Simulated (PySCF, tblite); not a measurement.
Compound: C₆H₉N.
SMILES: `CC(C)=C(C)C#N`

Method used: PBE0/pcSseg-1 in PySCF (dipole) on a GFN2-xTB geometry, gas phase.

Take the most abundant isotopes and a rigid rotor. 

Problem. What are A, B and C (MHz)?

Solution. Ia = 132.00, Ib = 229.66, Ic = 352.30 u·Å²; 505379 MHz·u·Å²/I gives A = 3829, B = 2201, C = 1435 MHz.

Problem. What kind of rotor is it?

Solution. An asymmetric top; Ray's κ = -0.360.

Problem. What does the inertial defect say?

Solution. Not planar: Δ = Ic − Ia − Ib = -9.35 u·Å². For a rigid frame Δ = −2 Σ m c², so Σ m c² = 4.68 u·Å² lies off the ab plane, practically all of it from hydrogen. The atom farthest from that plane is 0.90 Å away.

Problem. Give the other two planar moments, Paa and Pbb, and the rms extents of the mass along the axes.

Solution. Paa = Σ m a² = (Ib + Ic − Ia)/2 = 224.98 and Pbb = Σ m b² = (Ia + Ic − Ib)/2 = 127.32 u·Å². With the mass M = 95.07 u, the rms extents √(P/M) along a, b and c are 1.54, 1.16, 0.22 Å.

Problem. Give the coordinates in the principal-axis frame, origin at the centre of mass.

Solution. The sense of each axis is arbitrary; atoms in the order of the calculation.
```tsv
atom	mass (u)	a (Å)	b (Å)	c (Å)
C1	12.000	0.849	-1.803	0.001
C2	12.000	0.902	-0.310	-0.001
C3	12.000	2.264	0.312	-0.001
C4	12.000	-0.203	0.454	0.001
C5	12.000	-0.174	1.959	0.001
C6	12.000	-1.489	-0.124	0.000
N7	14.003	-2.553	-0.556	-0.001
H8	1.008	1.348	-2.193	-0.887
H9	1.008	-0.175	-2.166	0.017
H10	1.008	1.376	-2.193	0.872
H11	1.008	2.409	0.917	0.895
H12	1.008	3.038	-0.449	-0.033
H13	1.008	2.386	0.973	-0.859
H14	1.008	0.317	2.329	-0.900
H15	1.008	-1.184	2.361	0.036
H16	1.008	0.380	2.330	0.863
```

Problem. List the rotational levels J(Ka,Kc) to J = 3 (K).

Solution. Above 0(0,0), as E/k:
J = 1: 1(0,1) 0.174, 1(1,1) 0.253, 1(1,0) 0.289
J = 2: 2(0,2) 0.513, 2(1,2) 0.565, 2(1,1) 0.675, 2(2,1) 0.909, 2(2,0) 0.920
J = 3: 3(0,3) 1.000, 3(1,3) 1.027, 3(1,2) 1.246, 3(2,2) 1.433, 3(2,1) 1.480, 3(3,1) 1.921, 3(3,0) 1.923
Those of J = 1 are B + C, A + C and A + B.

Problem. Which lines would a microwave search look for?

Solution. The dipole components are |μa| = 4.61 D, |μb| = 1.22 D, |μc| = 0.00 D. Intensities carry the squares of the components, which stand as 1.00 : 0.07 : 0.00 (a : b : c). Some lines, for components of 0.1 D or more:

```
type  branch         J(Ka,Kc)    MHz  lower level (cm⁻¹)
   a       Q  3(2,1) ← 3(2,2)    976               0.996
   b       Q  1(1,0) ← 1(0,1)   2394               0.121
   a       Q  3(1,2) ← 3(1,3)   4558               0.714
   a       R  2(1,2) ← 1(1,1)   6504               0.176
   a       R  2(0,2) ← 1(0,1)   7057               0.121
   b       Q  2(2,1) ← 2(1,2)   7182               0.393
   b       R  3(0,3) ← 2(1,2)   9067               0.393
   a       R  3(2,2) ← 2(2,1)  10905               0.632
   b       R  3(2,1) ← 2(1,2)  19064               0.393
   b       R  3(3,1) ← 2(2,0)  20866               0.639
   b       R  3(3,0) ← 2(2,1)  21118               0.632
```

Its GFN2-xTB frequencies are all real (lowest 71 cm⁻¹). No vibrational averaging or centrifugal distortion is included, and the geometry carries the error of its method. A rigid rotor knows nothing of internal rotation, which can split or shift real lines. Quadrupole hyperfine structure (14N) is left out.

Cost: about 50 s of CPU time on one thread; the machine was shared, so the figure is rough. This is the PBE0/pcSseg-1 job that gave the dipole, with the shieldings it also computed.
